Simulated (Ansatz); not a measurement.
`[SiH3][O][GaH][SiH3]` + `O[SiH](O)Br` → `O[SiH](Br)O[SiH3]` + `[SiH3][O][GaH2]`  (cleavage of the Si–Ga bond)

Isolated molecules relaxed with PBE0-D4/def2-TZVP in Ansatz; ΔE leaves out vibrations. CBS: MP2 limit from def2 TZ/QZ plus the TZ coupled-cluster correction, frozen cores. Functionals use def2-TZVPP. For Br, Ga outer-core shells are correlated without core-valence functions, which leaves a few kJ/mol of doubt a bond. Scalar relativity is left out up to krypton. Each species was taken in one conformer, which may not be the lowest.

(1) Is it downhill or uphill in electronic energy at CCSD(T)/CBS, and by how much? (Estimate.)

(2) What do these levels give: B2PLYP, r2SCAN, RPA@PBE/def2-TZVPP, MP2/def2-SVP, MP2/def2-TZVPP, CCSD/CBS(def2)? (Best estimate.)

Largest T1 diagnostic among the species: 0.014.

Results:

(1) Ansatz gave: Downhill: ΔE = -82.4 kJ/mol.

(2) The calculation gave: B2PLYP -86.4, r2SCAN -76.1, RPA@PBE/def2-TZVPP -85.0, MP2/def2-SVP -86.4, MP2/def2-TZVPP -90.3, CCSD/CBS(def2) -86.1 kJ/mol.

From BLYP to BHLYP (50 % exact exchange), in def2-TZVPP and without D4, ΔE moves by −20.2 kJ/mol. Leaving LDA and LC-ωPBE aside and taking each functional with its dispersion term where it has one, the values, not all of them listed here, spread over 37.1 kJ/mol, from BHLYP-D4 to PBE-D4. LDA lies −3.4 kJ/mol from PBE without D4.
